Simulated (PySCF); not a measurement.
Vertical excitations of a molecule CH₄ClFOSi from TDDFT-CAM-B3LYP/def2-SVPD (PySCF), as energy in eV (oscillator strength): 6.45 (0.003), 7.25 (0.002), 7.67 (0.029), 8.21 (0.059), 8.35 (0.025), 8.52 (0.033), 8.54 (0.010), 8.63 (0.037), 8.78 (0.039), 8.85 (0.026). Lowest triplet (TDA): 6.04 eV. The structure is a stationary point at PBE-D3(BJ)/def2-SVP. One conformer was computed; it need not be the lowest.

Problem. Which molecule gave these data?
A. O[Si@@H](Cl)CF
B. CO[Si@H](F)Cl
C. OC[Si@@H](F)Cl
D. C[Si@](O)(F)Cl

Solution. C, OC[Si@@H](F)Cl
